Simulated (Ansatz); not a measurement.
`[NH2][Al]([OH])[F]` + `C[O][Al]([F])[SH]` → `C[O][Al]([OH])[F]` + `[NH2][Al]([F])[SH]`  (redistribution)

Program: Ansatz. Geometries: PBE0-D4/def2-TZVP. ΔE: electronic, gas phase. CCSD(T)/CBS is the MP2 limit (def2-TZVPP, def2-QZVPP) plus CCSD(T) − MP2 in def2-TZVPP, frozen cores. This one scheme is used for every species. Functionals use def2-TZVPP. B3LYP here is the variant with VWN-RPA as its local correlation; programs differ in this. Each species was taken in one conformer, which may not be the lowest.

| level | ΔE (kcal/mol) |
| --- | --- |
| PBE0-D4 | -0.2 |
| B3LYP-D4 | -0.1 |
| r2SCAN | -0.2 |
| B3LYP | 0.0 |
| MP2/def2-TZVPP | -0.3 |
| MP2/def2-QZVPP | -0.2 |
| MP2/CBS(def2) | -0.2 |
| CCSD/CBS(def2) | -0.2 |

Task: What does CCSD(T)/CBS give? (Estimate.)

Result: Ansatz gave: -0.2 kcal/mol. The listed levels differ from it by 0.0, 0.1, 0.0, 0.2, -0.1, 0.0, 0.0, 0.0 kcal/mol.

Largest T1 diagnostic among the species: 0.012.
